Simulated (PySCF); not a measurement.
Species: C₅H₁₀F₂Ge.
Atom-mapped SMILES: `[F:1][C@@H:2]1[CH2:3][CH2:4][CH2:5][Ge@@H:6]([F:7])[CH2:8]1` (hydrogens: H9 on C2; H10, H11 on C3; H12, H13 on C4; H14, H15 on C5; H16 on Ge6; H17, H18 on C8)

All values: B3LYP/def2-SVPD (PySCF, non-relativistic), on one gas-phase PBE0-D3(BJ)/def2-SVP geometry that isn't relaxed in the solvent. The solvent is an IEF-PCM continuum (cavity from Bondi-type radii × 1.2), and excitations are vertical TDDFT with non-equilibrium linear response and a frozen core. Specific hydrogen bonds and non-electrostatic terms are outside this model. Spin–orbit coupling is left out although an atom past zinc is present.

Gas-phase singlets (H = HOMO, L = LUMO):

```tsv
state	E (eV)	λ (nm)	f	leading configuration
S1	6.802	182	0.000	H→L 94%
S2	7.260	171	0.004	H→L+1 94%
S3	7.489	166	0.003	H-1→L 87%
S4	7.597	163	0.002	H→L+2 91%
S5	7.836	158	0.040	H→L+3 97%
```

Question: How does the list change in chloroform (ε = 4.711)?

Answer: 
```json
{"state": "S1", "E (eV)": "6.683", "λ (nm)": "186", "f": "0.000", "leading configuration": "H→L 98%", "change by rank (eV)": "-0.119"}
{"state": "S2", "E (eV)": "7.186", "λ (nm)": "173", "f": "0.005", "leading configuration": "H→L+1 98%", "change by rank (eV)": "-0.074"}
{"state": "S3", "E (eV)": "7.413", "λ (nm)": "167", "f": "0.005", "leading configuration": "H-1→L 96%", "change by rank (eV)": "-0.076"}
{"state": "S4", "E (eV)": "7.610", "λ (nm)": "163", "f": "0.006", "leading configuration": "H→L+2 96%", "change by rank (eV)": "+0.013"}
{"state": "S5", "E (eV)": "7.751", "λ (nm)": "160", "f": "0.062", "leading configuration": "H→L+3 97%", "change by rank (eV)": "-0.085"}
```

Question: How does the list change in methanol (ε = 32.61)?

Answer: 
| state | E (eV) | λ (nm) | f | leading configuration | change by rank (eV) |
| --- | --- | --- | --- | --- | --- |
| S1 | 6.623 | 187 | 0.000 | H→L 98% | -0.179 |
| S2 | 7.167 | 173 | 0.004 | H→L+1 98% | -0.093 |
| S3 | 7.374 | 168 | 0.005 | H-1→L 97% | -0.115 |
| S4 | 7.617 | 163 | 0.006 | H→L+2 96% | +0.020 |
| S5 | 7.723 | 161 | 0.057 | H→L+3 97% | -0.113 |

Question: The ground-state energy changes by -0.236 eV from gas to methanol. By how much does the total energy of gas-phase S5 change?

Answer: E(S5) = E(S0) + excitation energy, so it changes by -0.236 − 0.113 = -0.349 eV: it is lowered more than the ground state, which is what a red shift means. This is the vertical state, with the slow part of the continuum still set for S0.

Question: How do the frontier levels move from gas to methanol?

Answer: 
| orbital | gas (eV) | solvent (eV) | change (eV) | Löwdin shares, gas | Löwdin shares, solvent |
| --- | --- | --- | --- | --- | --- |
| LUMO+2 | 0.63 | 0.92 | +0.29 | Ge6 13 %, C8 10 %, H14 9 %, H16 9 % | Ge6 15 %, C8 13 %, H16 11 %, H18 9 % |
| LUMO+1 | 0.36 | 0.46 | +0.10 | Ge6 35 %, F7 12 %, H16 7 %, C8 7 % | Ge6 27 %, F7 8 %, C5 6 %, C3 6 % |
| LUMO | -0.06 | 0.07 | +0.13 | Ge6 16 %, C4 8 %, C2 8 %, C3 8 % | Ge6 29 %, F7 14 %, H16 11 %, C5 6 % |
| HOMO | -7.82 | -7.55 | +0.27 | C5 22 %, C8 17 %, Ge6 17 %, C4 7 % | C5 21 %, C8 17 %, Ge6 17 %, C4 8 % |
| HOMO-1 | -8.52 | -8.31 | +0.21 | Ge6 20 %, H16 18 %, C8 12 %, C5 11 % | Ge6 18 %, H16 16 %, C8 12 %, C5 12 % |
| HOMO-2 | -9.47 | -9.20 | +0.27 | F1 24 %, C3 17 %, C2 14 %, C8 12 % | C4 24 %, C3 16 %, C5 14 %, H12 14 % |
| HOMO-3 | -9.56 | -9.23 | +0.33 | C4 26 %, H12 15 %, C5 14 %, C3 14 % | C3 19 %, F1 18 %, C2 11 %, C8 10 % |

The HOMO–LUMO gap goes from 7.76 to 7.62 eV. Rows go by rank; for HOMO-3, HOMO-2, LUMO, LUMO+1 and LUMO+2 the atom shares or the degeneracy differ between the runs, so the row needn't follow one orbital.
